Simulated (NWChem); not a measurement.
Species: C₄H₉Se, doublet; SMILES C[CH][Se]CC

```xyz
14

C      0.7631     2.5710    -0.1104
C      0.7658     1.1421     0.2977
Se    -0.7019     0.0567    -0.0754
C      0.0473    -1.6488     0.5164
C      1.1350    -2.1938    -0.3874
H      1.7939     2.9464    -0.2193
H      0.2513     2.7211    -1.0748
H      0.2620     3.2303     0.6266
H      1.4490     0.7905     1.0783
H     -0.8182    -2.3270     0.5673
H      0.4036    -1.5019     1.5476
H      1.9817    -1.4945    -0.4563
H      1.5164    -3.1522     0.0021
H      0.7588    -2.3638    -1.4072
```
Atoms are numbered in this order, from 1.

Geometry: optimised at PBE0/def2-SVP, spin-unrestricted. Not confirmed as a minimum by frequencies. No stability test was run on the SCF state.

Problem. List the 4 lowest vertical excitations from PBE/6-31G* (spherical d), spin-unrestricted, TDA (NWChem).

Solution. 
```csv
state,energy (eV),oscillator strength,<S²>
state 1,3.10,0.001,0.81
state 2,4.16,0.073,0.76
state 3,4.50,0.001,0.82
state 4,5.15,0.005,0.79
```
